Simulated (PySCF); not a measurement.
B3LYP has the VWN-RPA correlation part, as in Gaussian. Delta-SCF ions had no search for a lower state. Excitations are Tamm–Dancoff values on a coarser integration grid. The basis has no diffuse functions, so Rydberg states are missing or too high.

Cartesian coordinates (Å):
```xyz
9

C      2.2728     0.8464     0.2959
C      1.2550     0.1997     0.2458
Si    -0.3074    -0.7650     0.1718
N     -1.7468     0.1630     0.2893
H      3.1714     1.4142     0.3397
H     -0.2814    -1.7155     1.3020
H     -0.3197    -1.4672    -1.1275
H     -2.0349     0.7466    -0.4809
H     -2.0089     0.5779     1.1701
```
Charge 0, spin multiplicity 1.

Problem. Give the total energy, S1–T1 gap (TDA), T1 excitation (TDA), dipole moment, LUMO, HOMO–LUMO gap, vertical ionisation energy (Delta-SCF) and S1 excitation (TDA) at the level PySCF with B3LYP-D3(BJ)/def2-TZVP.

Solution. 
| Item | Result |
|---|---|
| total energy | -11524.89 eV |
| S1–T1 gap (TDA) | 0.97 eV |
| T1 excitation (TDA) | 4.95 eV |
| dipole moment | 1.42 D |
| LUMO | -0.45 eV |
| HOMO–LUMO gap | 6.93 eV |
| vertical ionisation energy (Delta-SCF) | 9.74 eV |
| S1 excitation (TDA) | 5.92 eV |
